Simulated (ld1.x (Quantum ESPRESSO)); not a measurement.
Varying the TM semilocal potential for titanium

Base potential:

```json
{"Element": "Ti", "Generator": "ld1.x (Quantum ESPRESSO) 7.5", "Type": "norm-conserving Troullier–Martins (semilocal form)", "Functional": "LDA (PZ)", "Relativity": "scalar-relativistic", "Frozen core": "[Ne]", "Valence charge": "12", "Reference configuration": "3s2 3p6 3d2.5 4s1.5 4p0", "Partial waves": "3p (bound): rc 1.75 bohr; 3d (bound): rc 2.65 bohr; 4f channel at 0.25 Ry: rc 2.70 bohr; 3s (bound): rc 1.10 bohr", "Local potential": "the s channel", "Core correction": "a·sin(br)/r model core inside 1.15 bohr"}
```

Occupied shells without a wave of their own: 4s. They enter only through the test configuration that unscreens the potential, and ld1.x also counts them in the model core charge.

All-electron outer shells of the reference configuration (LDA (PZ), scalar-relativistic, ld1.x):

```json
{"shell": "2s", "level (eV)": "-533.28", "outermost node (bohr)": "0.09", "outermost maximum (bohr)": "0.27"}
{"shell": "2p", "level (eV)": "-441.82", "outermost node (bohr)": "–", "outermost maximum (bohr)": "0.22"}
{"shell": "3s", "level (eV)": "-60.36", "outermost node (bohr)": "0.40", "outermost maximum (bohr)": "0.87"}
{"shell": "3p", "level (eV)": "-36.97", "outermost node (bohr)": "0.37", "outermost maximum (bohr)": "0.90"}
{"shell": "4s", "level (eV)": "-4.19", "outermost node (bohr)": "1.25", "outermost maximum (bohr)": "2.96"}
{"shell": "3d", "level (eV)": "-3.08", "outermost node (bohr)": "–", "outermost maximum (bohr)": "1.00"}
{"shell": "4p", "level (eV)": "-1.33", "outermost node (bohr)": "1.40", "outermost maximum (bohr)": "3.99"}
```

Cutoffs, loose and tight: the cutoffs (Ry, on a coarse ladder) from which the occupation-weighted sum of valence levels, in a spherical-Bessel basis at the reference potential, stays within 10 and 1 mRy of its value at 400 Ry. They do not see the model core or the augmentation charge, which bear on the density cutoff. Test errors are all-electron minus pseudo excitation energies from the reference, over the configurations 3s2 3p6 3d2 4s2 4p0; 3s2 3p6 3d2 4s1 4p0; 3s2 3p6 3d2 4s0 4p0; 3s2 3p6 3d2 4s0 4p2; 3s2 3p6 3d2 4s0 4p1; 3s2 3p6 3d1 4s2 4p1; 3s2 3p6 3d1 4s2 4p0 (two spin-polarised tests are not counted in the largest error). A dash means not determined; rows that change the core or the reference have their own tests.

With those shells counted twice in exchange and correlation these files are broken, and their errors move erratically; no question is asked of them.

In the semilocal form every listed channel keeps its own potential, so the choice of the local channel does not act on these tests. It acts once the file is put into the separable form.

A semilocal file is local in each channel, so a ghost entry of none says nothing of the separable form that plane-wave codes build from it.

```csv
change,outcome,"cutoff, loose","cutoff, tight",bound ghosts,largest test error (meV)
base,generated,110 Ry,180 Ry,none,-746
wave 3d (bound): rc 2.65 bohr becomes 3d (bound): rc 1.60 bohr,generated,110 Ry,180 Ry,none,-718
wave 3p (bound): rc 1.75 bohr becomes 3p (bound): rc 2.40 bohr,generated,110 Ry,180 Ry,none,-749
wave 4f channel at 0.25 Ry: rc 2.70 bohr becomes 4f channel at 0.42 Ry: rc 2.70 bohr,generated,110 Ry,180 Ry,none,-746
wave 3s (bound): rc 1.10 bohr becomes 3s (bound): rc 1.06 bohr,generated,110 Ry,200 Ry,none,-725
"type RRKJ, which also changes the form from semilocal to separable",generated,110 Ry,180 Ry,none,-717
"all radii but the core radius scaled by about 1.24 (s 1.36, p 2.18, d 3.30, f 3.36 bohr)","generated, misses its reference levels by 0.21 eV",70 Ry,100 Ry,none,-1253
wave 4f channel at 0.25 Ry: rc 2.70 bohr becomes 4f channel at 0.25 Ry: rc 3.48 bohr,generated,110 Ry,180 Ry,none,-746
"core correction full core density, not smoothed (it rises at the typed radius of 1.28 bohr, so ld1.x skipped the fit)",generated,110 Ry,180 Ry,none,-746
"core [Ne] 3s2, valence charge 10; reference 3p6 3d2 4s2 4p0; waves now 3p (bound): rc 1.35 bohr; 3d (bound): rc 2.25 bohr; 4f channel at 0.25 Ry: rc 2.45 bohr; 4s (bound): rc 2.60 bohr; core correction none",generated,45 Ry,80 Ry,none,+207
"form changed from semilocal to separable (Kleinman–Bylander), still TM; local potential the f channel","generated, misses its reference levels by 0.31 eV",110 Ry,180 Ry,none,-1470
core correction a·sin(br)/r model core inside 0.62 bohr,generated,110 Ry,180 Ry,none,-746
wave 3d (bound): rc 2.65 bohr becomes 3d (bound): rc 3.96 bohr,generated,110 Ry,180 Ry,none,+1214
```
